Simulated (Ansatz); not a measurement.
The cluster Li5H5. Total charge 0; singlet. Geometry r2SCAN-D4/def2-TZVP; atoms count from 1.

```xyz
10

Li   -0.486    1.548   -0.210
Li   -0.106   -1.271   -0.945
Li    0.412    0.139    1.579
Li   -1.855   -0.300    0.697
Li    2.144    0.123   -0.981
H     1.265    1.058    0.198
H    -1.102    1.145    1.455
H     1.477   -1.227   -1.714
H    -0.393   -1.364    0.920
H    -1.356    0.147   -0.998
```

The structure comes from a short search, and lower isomers may exist.

Q: Estimate the Mulliken populations from the PBE0/def2-TZVP orbitals of Ansatz.

A: 
| atom | charge (e) |
| --- | --- |
| Li1 | 0.50 |
| Li2 | 0.50 |
| Li3 | 0.50 |
| Li4 | 0.30 |
| Li5 | 0.57 |
| H6 | -0.59 |
| H7 | -0.45 |
| H8 | -0.49 |
| H9 | -0.42 |
| H10 | -0.42 |
Mulliken values depend strongly on the basis.
